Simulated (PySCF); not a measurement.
HCu (SMILES [CuH]), singlet, at a GFN2-xTB geometry (such geometries of metal compounds can be far from the true shape). Base run: PySCF with HF/def2-SV(P).

PySCF was given this input:
```python
from pyscf import gto, scf

mol = gto.M(
    atom='''
Cu   -0.00000000   -0.00000000   -0.04747396
H     0.00000000    0.00000000    1.37674489
''',
    basis='def2-sv(p)',
    verbose=4,
)

mf = scf.RHF(mol)
mf.kernel()
mo_i, mo_e, stable_i, stable_e = mf.stability(internal=True, external=True, return_status=True, nroots=6, tol=1e-6)
print('internally stable:', stable_i, ' externally stable:', stable_e)
if not stable_e:
    umf = mf.to_uhf() if not hasattr(mf, 'xc') else mf.to_uks()
    umf.scf_summary = {}
    umf.kernel(umf.make_rdm1(mo_e, umf.mo_occ))
mf.analyze()
```

The bond that is stretched is that between atoms 2 and 1. A test that says stable can miss a lower solution.

Each row names what was changed in the base input (with any setting that the change needs).

```
change       ΔE vs base (eV)  <S^2>  E after following the instability (Eh)  <S^2> there  HOMO-LUMO gap (eV)   stability test says
-----------  ---------------  -----  --------------------------------------  -----------  ------------------  --------------------
base                    0.00  0.000                                       -            -               10.08                stable
bond × 1.25             0.02  0.000                                       -            -                9.31                stable
bond × 1.5              0.67  0.000                             -1639.20997         0.38                8.31  external instability
bond × 1.8              1.55  0.000                             -1639.19646         0.77                7.13  external instability
bond × 2.2              2.57  0.000                             -1639.19035         0.93                5.80  external instability
bond × 3.0              3.97  0.000                             -1639.18806         0.99                3.96  external instability
```

Where a bond breaks into two radicals, a solution with restricted orbitals usually stops being the lowest and lies too high; an unrestricted one lies lower at the price of spin contamination, which <S^2> shows.
